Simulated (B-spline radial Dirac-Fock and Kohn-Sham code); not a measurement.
Elastic scattering of 4.69 keV electrons by atomic silicon

Model: relativistic (Dirac) partial waves in the static field of the Dirac-Fock atom with Furness-McCarthy exchange, without polarisation or absorption potentials. Program: an atomic code on a B-spline grid.

```csv
θ (°),dσ/dΩ (a₀²/sr),Sherman function
5,12.3,0.000
10,1.71,0.000
15,0.546,0.000
20,0.229,0.000
25,0.112,0.000
30,0.0619,0.000
35,0.0372,0.000
40,0.0240,-0.001
45,0.0162,-0.002
50,0.0115,-0.003
55,0.00840,-0.004
60,0.00633,-0.005
65,0.00490,-0.006
70,0.00388,-0.007
75,0.00314,-0.008
80,0.00258,-0.009
85,0.00216,-0.010
90,0.00183,-0.011
95,0.00158,-0.012
100,0.00137,-0.012
105,0.00121,-0.013
110,0.00108,-0.013
115,0.000972,-0.013
120,0.000884,-0.013
125,0.000811,-0.013
130,0.000750,-0.013
135,0.000700,-0.012
140,0.000658,-0.011
145,0.000624,-0.010
150,0.000596,-0.009
155,0.000574,-0.008
160,0.000556,-0.006
165,0.000543,-0.005
170,0.000533,-0.003
175,0.000528,-0.002
```

The total elastic cross section is 1.49 a₀², the first transport cross section 0.0407 a₀² and the second, weighted with (3/2) sin²θ, 0.0895 a₀². The mean deflection is ⟨1 − cos θ⟩ = 0.0274, and 0.41 % of the collisions scatter beyond 90°.

Values without a named source are computed, but for edge energies of neutral atoms, which are taken from tables.
